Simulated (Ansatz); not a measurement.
Harmonic vibrations of Se₂S⁺ by finite differences.

```yaml
crystal:
  periodic: [false, false, false]
  atoms:
    - {symbol: S, position_ang: [-0.288950, -1.113738, -0.539971]}
    - {symbol: Se, position_ang: [-0.905027, 0.876374, -0.013706]}
    - {symbol: Se, position_ang: [1.193977, 0.237363, 0.553677]}
basis:
  gaussian: {orbitals: def2-TZVP}
total_charge: 1
magnetization: {spin_polarized: true, initial_magnetization: 1}
hamiltonian: {xc: pbe0, dispersion: d4}
scf: {omitted_lower_state_checks: [starts]}
phonons: {temperatures: {t_min: 298.15, t_max: 900, t_step: 200}}
```

```sh
$ ansatz run in.yaml --threads 4 --pin off --events-out ev --progress --plain --max-ram 3916MiB
```

It prints (some lines left out):

```
Functional definition: PBE0
  name "PBE0"
  cite "Adamo & Barone, J. Chem. Phys. 110, 6158 (1999) doi:10.1063/1.478522"
  cite "Perdew, Burke & Ernzerhof, Phys. Rev. Lett. 77, 3865 (1996) doi:10.1103/PhysRevLett.77.3865"
  parent pbe
  parameter a = 0.25
  parameter kappa = 0.804
  parameter beta = 0.06672455060314922
  exchange = (1 - a)*pbe_x(kappa = kappa, mu = beta*pi^2/3) + a*exact_x
  correlation = pbe_c(beta = beta)
these checks for a lower state are left out or cut short: starts
mean field -141507.33173133 eV, -5200.2985240120 hartree, gradient 2.0e-5 eV, S^2 0.754677; 0 other end points of the search recorded, 0 dependent functions left out
the calculation of the forces begins
these checks for a lower state are left out or cut short: stability, starts, cluster_reference, orbital_swaps, neighbouring_geometries, increment
mean field -141507.33170613 eV, -5200.2985230857 hartree, gradient 3.4e-6 eV, S^2 0.754681; 0 other end points of the search recorded, 0 dependent functions left out
the calculation of the forces begins
these checks for a lower state are left out or cut short: stability, starts, cluster_reference, orbital_swaps, neighbouring_geometries, increment
mean field -141507.33170916 eV, -5200.2985231970 hartree, gradient 3.5e-6 eV, S^2 0.754673; 0 other end points of the search recorded, 0 dependent functions left out
the calculation of the forces begins
these checks for a lower state are left out or cut short: stability, starts, cluster_reference, orbital_swaps, neighbouring_geometries, increment
mean field -141507.33171323 eV, -5200.2985233467 hartree, gradient 8.0e-6 eV, S^2 0.754681; 0 other end points of the search recorded, 0 dependent functions left out
the calculation of the forces begins
these checks for a lower state are left out or cut short: stability, starts, cluster_reference, orbital_swaps, neighbouring_geometries, increment
mean field -141507.33170513 eV, -5200.2985230493 hartree, gradient 9.4e-6 eV, S^2 0.754674; 0 other end points of the search recorded, 0 dependent functions left out
the calculation of the forces begins
these checks for a lower state are left out or cut short: stability, starts, cluster_reference, orbital_swaps, neighbouring_geometries, increment
mean field -141507.33169562 eV, -5200.2985226997 hartree, gradient 1.1e-6 eV, S^2 0.754672; 0 other end points of the search recorded, 0 dependent functions left out
the calculation of the forces begins
these checks for a lower state are left out or cut short: stability, starts, cluster_reference, orbital_swaps, neighbouring_geometries, increment
mean field -141507.33169172 eV, -5200.2985225563 hartree, gradient 1.0e-5 eV, S^2 0.754683; 0 other end points of the search recorded, 0 dependent functions left out
the calculation of the forces begins
these checks for a lower state are left out or cut short: stability, starts, cluster_reference, orbital_swaps, neighbouring_geometries, increment
mean field -141507.33170796 eV, -5200.2985231531 hartree, gradient 7.3e-6 eV, S^2 0.754671; 0 other end points of the search recorded, 0 dependent functions left out
the calculation of the forces begins
these checks for a lower state are left out or cut short: stability, starts, cluster_reference, orbital_swaps, neighbouring_geometries, increment
mean field -141507.33171238 eV, -5200.2985233155 hartree, gradient 6.5e-6 eV, S^2 0.754683; 0 other end points of the search recorded, 0 dependent functions left out
the calculation of the forces begins
these checks for a lower state are left out or cut short: stability, starts, cluster_reference, orbital_swaps, neighbouring_geometries, increment
mean field -141507.33168564 eV, -5200.2985223328 hartree, gradient 1.9e-6 eV, S^2 0.754679; 0 other end points of the search recorded, 0 dependent functions left out
the calculation of the forces begins
these checks for a lower state are left out or cut short: stability, starts, cluster_reference, orbital_swaps, neighbouring_geometries, increment
mean field -141507.33168687 eV, -5200.2985223779 hartree, gradient 1.9e-6 eV, S^2 0.754677; 0 other end points of the search recorded, 0 dependent functions left out
the calculation of the forces begins
these checks for a lower state are left out or cut short: stability, starts, cluster_reference, orbital_swaps, neighbouring_geometries, increment
mean field -141507.33171939 eV, -5200.2985235733 hartree, gradient 2.6e-6 eV, S^2 0.754680; 0 other end points of the search recorded, 0 dependent functions left out
the calculation of the forces begins
these checks for a lower state are left out or cut short: stability, starts, cluster_reference, orbital_swaps, neighbouring_geometries, increment
mean field -141507.33172321 eV, -5200.2985237134 hartree, gradient 2.8e-6 eV, S^2 0.754675; 0 other end points of the search recorded, 0 dependent functions left out
the calculation of the forces begins
Total energy: -141507.43380354 eV, -5200.3022750963 hartree
Atom 0 at    -0.288950    -1.113738    -0.539971 Å, force     0.000382    -0.000177     0.000080 eV/Å
Atom 1 at    -0.905027     0.876374    -0.013706 Å, force     0.001726    -0.000155     0.000609 eV/Å
Atom 2 at     1.193977     0.237363     0.553677 Å, force    -0.002108     0.000332    -0.000689 eV/Å
Dipole moment:    -0.134929     0.048550    -0.033601 e Å
Vibrations: 89.15 326.34 479.72 cm⁻¹, zero-point energy 0.055497 eV
Checks for a lower state left out: starts
```

Run time 32 s (4 threads of Arm Neoverse V1 on a shared host).

The relaxation made no stability test and no search for a lower SCF solution. The structure comes from a short search, and lower isomers may exist.
